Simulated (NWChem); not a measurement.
Species: CH₂F₄Si; SMILES C(F)([SiH](F)F)F

```xyz
8

F     -0.0557     1.6879     1.1146
C      0.4122     1.0304     0.0000
F     -0.0557     1.6879    -1.1146
Si    -0.3368    -0.7198     0.0000
F      0.1972    -1.4957    -1.2959
F      0.1972    -1.4957     1.2959
H      1.5066     1.1051     0.0000
H     -1.8098    -0.6703     0.0000
```
Atoms are numbered in this order, from 1.

All runs: NWChem. Coordinates come from a B3LYP/6-31G* (spherical d) optimisation. Ions are spin-unrestricted doublets at the neutral geometry; other ion states weren't tried.

For level LRC-wPBEh/def2-SVP:

| Item | Value |
|---|---|
| −ε(HOMO) (eV) | 10.95 |

Q: Estimate the same quantities for level PBE0/def2-SVP.

A: The −ε(HOMO) (eV) is 9.10.
